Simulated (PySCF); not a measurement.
One of the candidates below gave these computed data.

All candidates are C7H5FO.

| technique | computed result |
| --- | --- |
| Triplet | lowest triplet excitation (Tamm–Dancoff): 3.37 eV [TDA wB97X-D/def2-SVPD] |
| UV, strongest line | among the 8 lowest singlet transitions: S4 at 6.59 eV (188 nm, f = 0.401) [TDDFT wB97X-D/def2-SVPD] |
| Polarisability | 83.4 au [wB97X-D/def2-SVPD] |
| Rotational structure | rotational constants A, B, C: 3.712, 1.119, 0.860 GHz [GFN2-xTB] |
| Dipole | 2.07 D [wB97X-D/def2-SVPD] |
| UV, first state | lowest singlet excitation: 3.86 eV (321 nm, f = 0.000) [TDDFT wB97X-D/def2-SVPD] |

The electronic properties come from PySCF, for the isolated species, density fitting. Levels stand in brackets. One conformer (not necessarily the lowest) at the GFN2-xTB geometry, without solvent, vibrations or thermal averaging.

Question: Which candidate is it?
A. `O=C(F)c1ccccc1`
B. `O=Cc1cccc(F)c1`
C. `C#C/C=C(/C)C(F)=C=O`

Answer: B. It is `O=Cc1cccc(F)c1`. Numbering: `[O:1]=[CH:2][c:3]1[cH:4][cH:5][cH:6][c:7]([F:8])[cH:9]1`. Its formula, C7H5FO, gives 5 degrees of unsaturation: 1 ring and 4 π bonds in the structure found (Kekulé form). S1 is mainly HOMO−1→LUMO (weight 0.90); the largest Löwdin shares of the orbital it empties are 0.62 on the aldehyde oxygen, 0.16 on the aldehyde carbon, 0.09 on the formyl hydrogen and 0.09 on the substituted aromatic carbon, of the orbital it fills 0.20 on the aldehyde carbon, 0.19 on the aldehyde oxygen, 0.13 on an aromatic CH carbon and 0.13 on the substituted aromatic carbon. The optimised geometry has point group Cs and is an asymmetric top.

The others, at the same levels:
- `C#C/C=C(/C)C(F)=C=O` fails: its computed lowest singlet excitation is 2.30 eV (539 nm, f = 0.000) (against 3.86 eV), lowest triplet excitation (Tamm–Dancoff) is 1.96 eV (against 3.37 eV) and static isotropic polarisability is 87.4 au (against 83.4 au).
- `O=C(F)c1ccccc1` fails: its computed lowest singlet excitation is 5.10 eV (243 nm, f = 0.025) (against 3.86 eV), lowest triplet excitation (Tamm–Dancoff) is 3.88 eV (against 3.37 eV) and strongest line among the 8 lowest singlet transitions is S5 at 6.95 eV (178 nm, f = 0.589) (against S4 at 6.59 eV).

Each candidate is one conformer, not necessarily the lowest. The conformers computed, where there is a choice (atom-mapped SMILES and torsion angles):
- `[O:1]=[CH:2][c:3]1[cH:4][cH:5][cH:6][c:7]([F:8])[cH:9]1`: O1–C2–C3–C4 0°
- `[CH:1]#[C:2]/[CH:3]=[C:4](/[CH3:5])[C:6]([F:7])=[C:8]=[O:9]`: C3–C4–C6–F7 180°
- `[O:1]=[C:2]([F:3])[c:4]1[cH:5][cH:6][cH:7][cH:8][cH:9]1`: O1–C2–C4–C5 180°
